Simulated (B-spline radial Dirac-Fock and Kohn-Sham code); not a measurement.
# What relativity does to the binding energies of La⁴¹⁺

System: the La⁴¹⁺ ion in the configuration [Ne] 3s2 3p4.

Both columns are ΔSCF binding energies of the configuration average from an atomic code on a B-spline grid: non-relativistic Hartree-Fock with a point nucleus, and Dirac-Fock with a finite nucleus and the Coulomb interaction alone, averaged over the two j levels with weights 2j+1.

| shell | Hartree-Fock (eV) | Dirac-Fock (eV) | shift (eV) | shift (%) |
| --- | --- | --- | --- | --- |
| 1s | 39779.9 | 41619.1 | +1839.20 | +4.62 |
| 2s | 8227.4 | 8718.2 | +490.84 | +5.97 |
| 3s | 3222.3 | 3366.0 | +143.66 | +4.46 |
| 3p | 3106.8 | 3167.6 | +60.74 | +1.96 |

Relativity binds 1s, 2s, 3s, 3p more strongly, among those listed most of all 2s in relative terms.

Values without a named source are computed, but for edge energies of neutral atoms, which are taken from tables.
